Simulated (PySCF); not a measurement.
Computed properties of B(F)(H)(SMe) (CH4BFS), SMILES S(C)BF

B(F)(H)(SMe) (CH4BFS), SMILES CSBF. Coordinates come from a TPSSh-D3(BJ)/def2-SVP optimisation. Other conformers were not sampled. All values are computed for the isolated molecule unless a solvent is named; none is compared with measurement here.

**Structure.** The optimised structure has Cs symmetry. All 18 harmonic modes at TPSSh-D3(BJ)/def2-SVP (PySCF) are real, so it is a minimum. With heavy atoms numbered as in [BH:1]([F:2])[S:4][CH3:5], the shortest bond between them is B1–F2 at 1.331 Å and the longest S4–C5 at 1.832 Å.

**Vibrations.** The strongest infrared lines (harmonic, unscaled, degenerate partners summed) lie at 1312 cm⁻¹ (409 km/mol, B 64 %, F 23 %, H 13 %), 2652 cm⁻¹ (121 km/mol, H 91 %, B 9 %), 806 cm⁻¹ (50 km/mol, B 50 %, H 23 %, S 22 %). The softest mode is at 61 cm⁻¹ and the zero-point energy is 34.2 kcal/mol.

**Electronic structure.** HF/def2-TZVPD (PySCF) places the frontier levels at -10.39 and 1.31 eV, a gap of 11.70 eV, and gives a dipole moment of 2.66 D and a mean polarisability of 46.8 bohr³.

**Excitations.** TDDFT-PBE0/def2-SVPD (PySCF) has S1 at 6.26 eV (198 nm, f = 0.131, bright); the most intense of the 10 singlets computed lies at 6.26 eV (f = 0.13). T1 (TDA) is at 4.81 eV. No vertical singlet excitation falls in the visible range (under 3.1 eV).

**NMR.** GIAO shifts at HF/pcSseg-1 (PySCF) (non-relativistic, atoms alike by connectivity averaged): ¹³C at 16.1 ppm against TMS; ¹H from 2.6 to 5.6 ppm against TMS; ¹⁹F at -29.6 ppm against CFCl3; ¹¹B at 39.6 ppm against BF3.
